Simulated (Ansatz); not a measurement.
`OC1([SiH3])[SiH2]S1` → `O[Si]1(S)C[SiH2]1`  (isomerisation)

Computed with Ansatz on PBE0-D4/def2-TZVP structures; ΔE is electronic, products minus reactants. CCSD(T)/CBS adds triple-zeta CCSD(T) − MP2 to the extrapolated MP2 energy (def2 sets, frozen cores). DFT in def2-TZVPP. B3LYP here is the variant with VWN-RPA as its local correlation; programs differ in this. One conformer a species, not always the lowest.

`OC1([SiH3])[SiH2]S1`:

Cartesian coordinates in Å:
```
O -1.414 0.013 -1.154
C -0.271 -0.097 -0.376
Si -0.668 -0.668 1.369
Si 1.284 0.872 -0.705
S 1.133 -1.172 -1.101
H -1.183 0.327 -2.036
H -1.684 0.234 1.973
H 0.590 -0.596 2.154
H -1.185 -2.060 1.355
H 1.232 1.797 -1.862
H 2.167 1.349 0.383
```

`O[Si]1(S)C[SiH2]1`:

```xyz
11

O     1.372   -1.087    1.212
Si    0.084   -0.623    0.306
S    -1.084   -2.225   -0.454
C     0.464    0.797   -0.833
Si   -0.888    1.395    0.406
H     1.183   -1.640    1.973
H    -0.092   -2.752   -1.199
H     1.433    1.281   -0.712
H     0.183    0.715   -1.881
H    -2.226    1.691   -0.162
H    -0.430    2.448    1.345
```

```csv
level,ΔE (kJ/mol),difference from CCSD(T)/CBS
r2SCAN-D4,-182.5,-4.8
PBE0-D4,-181.2,-3.5
ωB97X-V,-176.2,1.5
ωB97M-V,-178.1,-0.4
B2PLYP,-177.4,0.3
PBE,-175.6,2.1
PBE0,-182.7,-5.0
B3LYP,-177.5,0.2
HF/def2-TZVPP,-180.6,-2.9
MP2/def2-TZVPP,-178.1,-0.4
SCS-MP2/def2-TZVPP,-172.7,5.0
CCSD/def2-TZVPP,-181.9,-4.2
CCSD(T)/def2-TZVPP,-177.7,0.0
MP2/def2-QZVPP,-178.2,-0.5
HF/CBS(def2),-180.8,-3.1
MP2/CBS(def2),-178.1,-0.4
CCSD(T)/CBS,-177.7,0
```

Largest T1 diagnostic among the species: 0.014.

From PBE to PBE0 (25 % exact exchange), in def2-TZVPP and without D4, ΔE moves by −7.1 kJ/mol. The D4 term adds +3.5 kJ/mol with B3LYP and +1.5 kJ/mol with PBE0; it sums over pairs of atoms, weighted by their polarisabilities, and B3LYP, whose exchange is more repulsive, gets the larger term.
